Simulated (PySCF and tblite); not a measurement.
The numbers below are computed, except where a source is named.
System: C7H5FS, numbered as in [F:1][c:2]1[cH:3][cH:4][c:5]([CH:6]=[S:7])[cH:8][cH:9]1.

For the rotation about the C5–C6 bond (torsion C4–C5–C6–S7 from -180° to 0°, rising): electronic barrier 9.86 kcal/mol, zero-point change -0.49 kcal/mol, thermal and entropy terms at 400 K a further 0.57 kcal/mol (symmetry numbers apart). The minimum is Cs, the saddle Cs. The path came from a restrained scan, a climbing-image band and a saddle search at GFN2-xTB; energies are PBE0/pcSseg-1 + D3(BJ)//GFN2-xTB, thermal terms GFN2-xTB. Rates follow Eyring's equation with the number of equivalent paths and no tunnelling. Programs: tblite and PySCF.

How many equivalent paths lead out of the minimum?

2: the symmetry number of the minimum is 1, that of the saddle displaced along its mode 1, and the displaced saddle is chiral while the minimum is not, which doubles the count.

Work out the rate at 400 K.

ΔG‡ = 9.94 kcal/mol; k_B T/h = 8.3×10¹² s⁻¹; exp(−ΔG‡/RT) = 3.7×10⁻⁶; times 2 gives k = 6.2×10⁷ s⁻¹. Wigner's tunnelling factor for the 125i cm⁻¹ mode would be 1.01.
